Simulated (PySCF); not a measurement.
Computed properties of C5H7FO, SMILES C[C@H]1CO/C1=C\F

C5H7FO, SMILES C1[C@@H](/C(=C/F)O1)C. Coordinates come from a B3LYP-D3(BJ)/def2-SVP optimisation. The structure was generated by enumeration; whether it is a known compound was not checked. One conformer was computed; it need not be the lowest. All values are computed for the isolated molecule unless a solvent is named; none is compared with measurement here.

**Structure.** All 36 harmonic modes at B3LYP-D3(BJ)/def2-SVP (PySCF) are real, so it is a minimum. With heavy atoms numbered as in [CH3:1][C@H:2]1[CH2:3][O:4]/[C:5]1=[CH:6]\[F:7], the shortest bond between them is C5–C6 at 1.333 Å and the longest C2–C3 at 1.552 Å.

**Vibrations.** The strongest infrared lines (harmonic, unscaled, degenerate partners summed) lie at 1167 cm⁻¹ (150 km/mol, C 44 %, H 32 %, F 20 %), 1014 cm⁻¹ (138 km/mol, C 46 %, O 45 %), 3044 cm⁻¹ (55 km/mol, H 95 %). The softest mode is at 97 cm⁻¹ and the zero-point energy is 70.2 kcal/mol.

**Electronic structure.** ωB97X/def2-TZVP (PySCF) places the frontier levels at -8.62 and 2.77 eV, a gap of 11.39 eV, and gives a dipole moment of 3.77 D and a mean polarisability of 62.2 bohr³. PBE/def2-TZVP (PySCF) at the same geometry gives -5.03 and -0.22 eV, so its gap is 6.58 eV narrower. An orbital gap is neither the optical nor the fundamental gap.

**Excitations.** TDA-CAM-B3LYP/def2-SVPD (PySCF) has S1 at 5.79 eV (214 nm, f = 0.008, weak); the most intense of the 6 singlets computed lies at 7.57 eV (f = 0.33). T1 (TDA) is at 4.17 eV, 1.62 eV under S1. TDA-PBE/def2-SVPD (PySCF) puts S1 at 5.06 eV. No vertical singlet excitation falls in the visible range (under 3.1 eV).

**NMR.** GIAO shifts at KT2/pcSseg-1 (PySCF) (non-relativistic, atoms alike by connectivity averaged): ¹³C from 22.1 to 152.5 ppm against TMS; ¹H from 1.5 to 6.6 ppm against TMS; ¹⁹F at -221.3 ppm against CFCl3.

**Solvation.** SMD-M06-2X/def2-SVP (PySCF) gives -3.1 kcal/mol in water, -5.5 kcal/mol in tetrahydrofuran, -5.5 kcal/mol in ethylethanoate (1 M in both phases, gas-phase geometry); of these solvents ethylethanoate holds the molecule best.
